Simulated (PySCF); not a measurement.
Breaking a bond: PH, triplet.

UMP2 = MP2 on UHF/cc-pVDZ, 5 core orbitals frozen (PySCF); UKS-BLYP = unrestricted BLYP/cc-pVDZ (PySCF); CASSCF(6,5)/cc-pVDZ (PySCF); ROKS-CAM-B3LYP = restricted open-shell CAM-B3LYP/cc-pVDZ (PySCF).

Energies are in eV, each relative to the lowest point of its own curve near equilibrium.

```json
[
 {"R / Å": "1.15", "UMP2": "1.370", "UKS-BLYP": "1.454", "CASSCF(6,5)": "1.409", "ROKS-CAM-B3LYP": "1.384"},
 {"R / Å": "1.21", "UMP2": "0.767", "UKS-BLYP": "0.844", "CASSCF(6,5)": "0.802", "ROKS-CAM-B3LYP": "0.783"},
 {"R / Å": "1.29", "UMP2": "0.276", "UKS-BLYP": "0.334", "CASSCF(6,5)": "0.305", "ROKS-CAM-B3LYP": "0.290"},
 {"R / Å": "1.34", "UMP2": "0.108", "UKS-BLYP": "0.149", "CASSCF(6,5)": "0.130", "ROKS-CAM-B3LYP": "0.118"},
 {"R / Å": "1.38", "UMP2": "0.033", "UKS-BLYP": "0.059", "CASSCF(6,5)": "0.047", "ROKS-CAM-B3LYP": "0.039"},
 {"R / Å": "1.43", "UMP2": "0.000", "UKS-BLYP": "0.004", "CASSCF(6,5)": "0.000", "ROKS-CAM-B3LYP": "0.000"},
 {"R / Å": "1.48", "UMP2": "0.020", "UKS-BLYP": "0.000", "CASSCF(6,5)": "0.003", "ROKS-CAM-B3LYP": "0.014"},
 {"R / Å": "1.53", "UMP2": "0.083", "UKS-BLYP": "0.037", "CASSCF(6,5)": "0.046", "ROKS-CAM-B3LYP": "0.069"},
 {"R / Å": "1.58", "UMP2": "0.178", "UKS-BLYP": "0.106", "CASSCF(6,5)": "0.118", "ROKS-CAM-B3LYP": "0.157"},
 {"R / Å": "1.67", "UMP2": "0.408", "UKS-BLYP": "0.286", "CASSCF(6,5)": "0.301", "ROKS-CAM-B3LYP": "0.376"},
 {"R / Å": "1.78", "UMP2": "0.755", "UKS-BLYP": "0.568", "CASSCF(6,5)": "0.576", "ROKS-CAM-B3LYP": "0.709"},
 {"R / Å": "1.91", "UMP2": "1.251", "UKS-BLYP": "0.943", "CASSCF(6,5)": "0.925", "ROKS-CAM-B3LYP": "1.149"}
]
```

At the longest distance, 1.91 Å, UMP2 lies highest above its minimum (1.251 eV) and CASSCF(6,5) lowest (0.925 eV).

The scan ran from 1.15 to 5.77 Å; beyond the distances shown one of the unrestricted levels run for this scan, shown here or not, changes its spin distribution in one step. The unrestricted determinant behind UMP2 is spin-contaminated at 1.91 Å (<S²> up to 2.2, against 2.00 for a pure triplet).
